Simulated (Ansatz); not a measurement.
This geometry of CH10GeN2Si (15 atoms, charge 0, multiplicity 1) is a first-order saddle point.

These are results of RKS PBE/def2-SVP in Ansatz, not measurements.

```xyz
15
Properties=species:S:1:pos:R:3
C -2.728 -0.461 -0.512
Si -0.999 -1.112 -0.105
N 0.081 0.088 0.575
Ge 1.516 0.967 -0.209
N 3.042 0.747 0.768
H -3.361 -1.271 -0.934
H -3.236 -0.075 0.396
H -2.681 0.363 -1.253
H -0.347 -1.616 -1.366
H -1.156 -2.265 0.860
H -0.077 0.351 1.554
H 1.594 0.350 -1.632
H 1.315 2.509 -0.238
H 3.474 -0.159 0.942
H 3.540 1.533 1.184
```

Question: Which two structures does it join? (They come from a converged band through this point; their orientation in space is the band's.)

Answer: No bond is made or broken. The height of N5 over the plane of its neighbours goes from 0.35 to -0.37 Å.

Image 0:

```xyz
15
Properties=species:S:1:pos:R:3
C -2.721 -0.446 -0.491
Si -0.994 -1.124 -0.124
N 0.105 0.041 0.586
Ge 1.508 0.965 -0.182
N 2.928 0.816 1.000
H -3.367 -1.237 -0.925
H -3.211 -0.078 0.434
H -2.675 0.397 -1.211
H -0.357 -1.590 -1.408
H -1.148 -2.306 0.806
H -0.045 0.288 1.570
H 1.668 0.334 -1.599
H 1.259 2.499 -0.284
H 3.358 -0.116 1.021
H 3.670 1.506 0.837
```

Image 10:

```xyz
15
Properties=species:S:1:pos:R:3
C -2.712 -0.662 -0.456
Si -0.893 -0.949 -0.033
N -0.066 0.534 0.400
Ge 1.575 1.162 -0.226
N 3.117 0.497 0.569
H -3.202 -1.617 -0.736
H -3.262 -0.245 0.413
H -2.816 0.048 -1.301
H -0.149 -1.496 -1.225
H -0.837 -1.992 1.063
H -0.420 1.043 1.217
H 1.661 0.767 -1.718
H 1.586 2.689 0.041
H 3.228 -0.517 0.444
H 3.169 0.687 1.578
```

Question: How far does it lie above each of them?

Answer: 0.053 eV above the first and 0.072 eV above the second. This is the barrier of this one path; another mechanism may lie lower.

Time of the run: 3.3 min on 2 threads of AMD EPYC 9R45 96-Core Processor (Zen 5), with other jobs on the host, peak memory 0.23 GiB.
